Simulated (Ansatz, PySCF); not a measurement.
C2H5Se, SMILES [CH2][Se]C, multiplicity 2. Atoms are numbered in the order given.

```xyz
8

C      1.5172     0.1700    -0.5571
Se    -0.0246    -0.2354     0.3966
C     -1.3392     0.4859    -0.8654
H      2.4694    -0.1237    -0.1128
H      1.4862     0.9042    -1.3645
H     -1.1678     1.5614    -1.0090
H     -1.2655    -0.0451    -1.8236
H     -2.3338     0.3270    -0.4277
```
Charge 0, spin multiplicity 2.

Geometry optimised at B3LYP-D3(BJ)/def2-SVP. The isomer is the one that the SMILES or the coordinates give; other isomers of the formula were not compared.

Two levels are set side by side: PBE-D3(BJ)/def2-SVP (Ansatz, a first-principles code) and B3LYP-D3(BJ)/def2-SVP (Ansatz). Each level has its own optimised geometry; the coordinates shown are those of the second. Frequencies come from the Hessian of PySCF at each geometry. Differences are taken from unrounded values.

```json
[
 {"quantity": "mean bond length (Å)", "B3LYP-D3(BJ)": "1.328", "PBE-D3(BJ)": "1.333", "PBE-D3(BJ) minus B3LYP-D3(BJ)": "0.005"},
 {"quantity": "bond C1–Se2 (Å)", "B3LYP-D3(BJ)": "1.858", "PBE-D3(BJ)": "1.856", "PBE-D3(BJ) minus B3LYP-D3(BJ)": "-0.001"},
 {"quantity": "bond Se2–C3 (Å)", "B3LYP-D3(BJ)": "1.960", "PBE-D3(BJ)": "1.960", "PBE-D3(BJ) minus B3LYP-D3(BJ)": "0.000"},
 {"quantity": "bond C1–H4 (Å)", "B3LYP-D3(BJ)": "1.091", "PBE-D3(BJ)": "1.099", "PBE-D3(BJ) minus B3LYP-D3(BJ)": "0.008"},
 {"quantity": "bond C1–H5 (Å)", "B3LYP-D3(BJ)": "1.092", "PBE-D3(BJ)": "1.100", "PBE-D3(BJ) minus B3LYP-D3(BJ)": "0.008"},
 {"quantity": "bond C3–H6 (Å)", "B3LYP-D3(BJ)": "1.098", "PBE-D3(BJ)": "1.106", "PBE-D3(BJ) minus B3LYP-D3(BJ)": "0.008"},
 {"quantity": "bond C3–H7 (Å)", "B3LYP-D3(BJ)": "1.098", "PBE-D3(BJ)": "1.106", "PBE-D3(BJ) minus B3LYP-D3(BJ)": "0.008"},
 {"quantity": "bond C3–H8 (Å)", "B3LYP-D3(BJ)": "1.098", "PBE-D3(BJ)": "1.106", "PBE-D3(BJ) minus B3LYP-D3(BJ)": "0.008"},
 {"quantity": "highest harmonic wavenumber (cm⁻¹)", "B3LYP-D3(BJ)": "3287", "PBE-D3(BJ)": "3227", "PBE-D3(BJ) minus B3LYP-D3(BJ)": "-60"},
 {"quantity": "mean harmonic wavenumber (cm⁻¹)", "B3LYP-D3(BJ)": "1456", "PBE-D3(BJ)": "1423", "PBE-D3(BJ) minus B3LYP-D3(BJ)": "-33"},
 {"quantity": "zero-point energy (kcal/mol)", "B3LYP-D3(BJ)": "37.47", "PBE-D3(BJ)": "36.62", "PBE-D3(BJ) minus B3LYP-D3(BJ)": "-0.86"}
]
```

Exact exchange shortens and stiffens bonds; PBE has none. Differences between two approximate levels are no errors against the true value.
